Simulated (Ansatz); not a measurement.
Wavefunction ladder for C₂H₈AlNSi

```xyz
13

Al    0.477    1.905   -0.498
C     0.820    0.344   -1.734
N     0.517   -0.059   -0.410
C    -0.281   -0.999   -0.062
Si   -0.864   -1.166    1.710
H     1.794    2.662   -0.052
H    -0.997    2.411   -0.205
H     0.305   -0.177   -2.540
H     1.899    0.436   -1.877
H    -0.613   -1.703   -0.837
H    -0.204   -0.114    2.521
H    -2.342   -1.020    1.770
H    -0.511   -2.520    2.215
```

Total charge 0; spin multiplicity 1. The bonds changed during the relaxation, so this is another structure than the one it started from. Geometry: relaxed with PBE0-D4/def2-TZVP. It is one conformer, not always the lowest. Frozen core, restricted reference, Ansatz. CBS rows extrapolate triple and quadruple zeta; past MP2 they add the triple-zeta difference.

```json
{"basis": "def2-SVP", "HF (Eh)": "-665.37236", "MP2 corr.": "-0.61127", "CCSD corr.": "-0.67273", "(T)": "-0.02352", "CCSD(T) total": "-666.06861"}
{"basis": "def2-TZVPP", "HF (Eh)": "-665.70998", "MP2 corr.": "-0.75087", "CCSD corr.": "-0.80406", "(T)": "-0.03525", "CCSD(T) total": "-666.54929"}
{"basis": "def2-QZVPP", "HF (Eh)": "-665.73248", "MP2 corr.": "-0.80088", "CCSD corr.": "–", "(T)": "–", "CCSD(T) total": "–"}
{"basis": "CBS(def2)", "HF (Eh)": "-665.73558", "MP2 corr.": "-0.83792", "CCSD corr.": "-0.89111", "(T)": "as TZ", "CCSD(T) total": "-666.66194"}
```
